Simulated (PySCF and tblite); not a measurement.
The numbers below are computed, except where a source is named.
C6H8F6, numbered as in [F:1][C:2]([F:3])([F:4])[CH2:5][CH2:6][CH2:7][CH2:8][C:9]([F:10])([F:11])[F:12]. Conformers came from 150 starts (ETKDG and KDG, MMFF94s, GFN2-xTB); geometries are GFN2-xTB. Energies: PBE0-D3(BJ)/6-31G*, with GFN2-xTB thermal terms (modes under about 100 cm⁻¹ blended into free rotors). Symmetry numbers and mirror images are counted. Conformers within 3 kcal/mol (GFN2-xTB free energy) were kept, 10 at most. GIAO shieldings: PBE0/6-31G*. Shifts are against TMS (¹H), TMS (¹³C), CFCl3 (¹⁹F) at the same level. Codes: tblite and PySCF.

Torsions listed: C2–C5–C6–C7, C5–C6–C7–C8, C6–C7–C8–C9. Of a mirror pair one member is shown.

```
conformer              shape  point group  mirror pair  ΔE(DFT)  Δ(G−E) at 373.15 K  δ H6/H7 (ppm)
        1   -59°, -58°, -59°           C2          yes     0.00                0.00           1.95
        2   180°, 180°, 180°          C2h           no     0.36               -1.40           1.69
        3   -178°, 175°, 70°           C1          yes     0.87               -1.16           1.79
        4     60°, 60°, 168°           C1          yes     0.88               -0.56           1.89
        5    176°, 68°, 175°           C2          yes     0.98               -1.24           1.82
        6    -70°, 180°, 69°           Ci           no     1.14               -1.03           1.91
        7  -65°, -165°, -65°           C2          yes     1.17               -0.77           1.88
        8     -66°, 99°, 81°           C1          yes     2.22               -0.30           1.89
        9    173°, 92°, -68°           C1          yes     2.24               -0.78           1.81
       10   178°, 69°, -111°           C1          yes     2.32               -0.86           1.76
```

Energies in kcal/mol; the thermal term leaves out symmetry numbers and mirror images.

Q: Work out the weights at 373.15 K and the ¹H shift of H6/H7 under fast exchange.

A: RT = 0.742 kcal/mol. Each conformer gets RT ln(σ/g), with σ the rotational symmetry number and g = 2 for a mirror pair: 1: σ = 2, g = 2, G = 0.00 + 0.00 + 0.00 = 0.00, 0.80 above the lowest, exp(−ΔG/RT) = 0.338; 2: σ = 2, g = 1, G = 0.36 − 1.40 + 0.51 = -0.53, 0.28 above the lowest, exp(−ΔG/RT) = 0.690; 3: σ = 1, g = 2, G = 0.87 − 1.16 − 0.51 = -0.80, 0.00 above the lowest, exp(−ΔG/RT) = 1.000; 4: σ = 1, g = 2, G = 0.88 − 0.56 − 0.51 = -0.19, 0.61 above the lowest, exp(−ΔG/RT) = 0.439; 5: σ = 2, g = 2, G = 0.98 − 1.24 + 0.00 = -0.25, 0.55 above the lowest, exp(−ΔG/RT) = 0.473; 6: σ = 1, g = 1, G = 1.14 − 1.03 + 0.00 = 0.11, 0.91 above the lowest, exp(−ΔG/RT) = 0.292; 7: σ = 2, g = 2, G = 1.17 − 0.77 + 0.00 = 0.40, 1.21 above the lowest, exp(−ΔG/RT) = 0.196; 8: σ = 1, g = 2, G = 2.22 − 0.30 − 0.51 = 1.41, 2.21 above the lowest, exp(−ΔG/RT) = 0.051; 9: σ = 1, g = 2, G = 2.24 − 0.78 − 0.51 = 0.95, 1.76 above the lowest, exp(−ΔG/RT) = 0.094; 10: σ = 1, g = 2, G = 2.32 − 0.86 − 0.51 = 0.95, 1.75 above the lowest, exp(−ΔG/RT) = 0.094. The sum is 3.666, so the weights are 9.2, 18.8, 27.3, 12.0, 12.9, 8.0, 5.3, 1.4, 2.6, 2.6 %. The averaged shift is 1.82 ppm. At 298.15 K it is 1.81 ppm. At 298.15 K the leading conformer alone gives 1.79 ppm and bare DFT energies give 1.85 ppm.

For its torsions the set is small; conformers may be missing.


Conformer gaps in 6-31G* on xTB geometries can be 2 kcal/mol off for S=O, P=O and other polar bonds.